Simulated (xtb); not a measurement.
xtb input (GFN2-xTB):

```bash
xtb mol.xyz --gfn 2 --ohess tight --chrg 0 --uhf 0
```
mol.xyz:
```
2

Sn     0.05542170    -0.03313492    -1.14036987
S     -0.04221145     0.07402846     1.08208418
```

End of the output:

```
optimized geometry written to: xtbopt.xyz

           -------------------------------------------------
          | TOTAL ENERGY               -5.412207411337 Eh   |
          | TOTAL ENTHALPY             -5.407525089162 Eh   |
          | TOTAL FREE ENERGY          -5.435148829820 Eh   |
          | GRADIENT NORM               0.000052824198 Eh/α |
          | HOMO-LUMO GAP               2.836376557939 eV   |
           -------------------------------------------------

------------------------------------------------------------------------
------------------------------------------------------------------------
 total:
 SCF:
 ANC optimizer:
 analytical hessian:
```
